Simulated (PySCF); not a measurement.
A structure optimised at PBE0-D3(BJ)/def2-SVP, used in a PySCF frequency run:

```xyz
8

Mg     0.1302    -1.0377     0.0000
O     -0.2989    -2.7437     0.0000
H     -0.4406    -3.6839     0.0000
S      0.6775     1.1985     0.0000
C     -0.9541     2.0335     0.0000
H     -1.5439     1.7970    -0.8969
H     -0.7592     3.1148     0.0000
H     -1.5439     1.7970     0.8969
```

Q: Write its SMILES, formula and point group.

A: C[S][Mg][OH], CH₄MgOS, Cs

Q: What are its rotational constants (standard atomic weights)?

A: 14.728, 1.8446, 1.6568 GHz
